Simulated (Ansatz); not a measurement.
Cost and result for the atomization energy of BGeH5OSi (`[GeH3][SiH]1BO1`) (9 atoms, 9 bonds).

Cartesian coordinates in Å:
```
Ge -0.121 -1.611 -0.388
Si 0.508 0.477 0.547
B 0.044 2.188 -0.155
O -0.853 1.600 0.641
H -1.029 -2.401 0.569
H -0.864 -1.379 -1.712
H 1.141 -2.445 -0.663
H 1.138 0.339 1.886
H 0.035 3.232 -0.724
```

The species carries charge 0 and has multiplicity 1. Correlated methods include outer-core shells of Ge, which these sets cover unevenly. Scalar relativity is left out up to krypton. Geometry: relaxed with PBE0-D4/def2-TZVP. Program: Ansatz. All runs use 4 threads of a server CPU on a shared host. Times are those of one run each, without the atoms' runs, and a repeat can differ threefold. Electronic energies, without spin–orbit coupling; frozen cores. CCSD(T)/CBS adds CCSD(T) − MP2 in def2-TZVPP to the MP2 limit, and its time is that of the two runs behind it. T1 = 0.015. With those shells the extrapolation isn't a true limit. B3LYP takes the VWN-RPA correlation (the form of Gaussian; ORCA's B3LYP/G).

CCSD(T)/CBS is a level of theory with its own doubt, some kJ/mol a heavy atom from the limit and from the frozen cores, so smaller differences don't rank the functionals.

```
                             level  functions  wall time  atomization (kJ/mol)  difference from CCSD(T)/CBS  per bond
            LDA (SPW92)/def2-TZVPP        222      1.6 s                3299.8                        405.8      45.1
              revPBE-D4/def2-TZVPP        222      2.8 s                2848.2                        -45.8      -5.1
                BLYP-D4/def2-TZVPP        222      3.1 s                2871.2                        -22.8      -2.5
                PBE0-D4/def2-TZVPP        222        4 s                2873.4                        -20.6      -2.3
           CAM-B3LYP-D4/def2-TZVPP        222      5.5 s                2897.8                          3.8       0.4
 B3LYP-D4/def2-TZVPP (with forces)        222      6.5 s                2881.0                        -13.0      -1.4
r2SCAN-D4/def2-TZVPP (with forces)        222        7 s                2918.9                         24.9       2.8
                  CCSD(T)/def2-SVP        103        7 s                2705.0                       -189.0     -21.0
                ωB97X-V/def2-TZVPP        222       12 s                2914.3                         20.3       2.3
                 B97M-V/def2-TZVPP        222       15 s                2933.8                         39.8       4.4
                    MP2/def2-QZVPP        423       29 s                2895.1                          1.1       0.1
                CCSD(T)/def2-TZVPP        222    2.4 min                2824.9                        -69.1      -7.7
                 CCSD(T)/CBS(def2)          –    2.9 min                2894.0                          0.0       0.0
```

The D4 term adds +29.2 kJ/mol with B3LYP and +15.3 kJ/mol with PBE0; it sums over pairs of atoms, weighted by their polarisabilities, and B3LYP, whose exchange is more repulsive, gets the larger term. From BLYP to BHLYP (50 % exact exchange), in def2-TZVPP and without D4, the atomization energy moves by −47.8 kJ/mol: exact exchange takes away binding that semilocal exchange gives to molecules. At CCSD(T), def2-SVP lies −189.0 kJ/mol from the extrapolated value and def2-TZVPP −69.2 kJ/mol: correlation converges slowly with the basis, and small sets miss more of it in the bonded molecule than in its fragments.
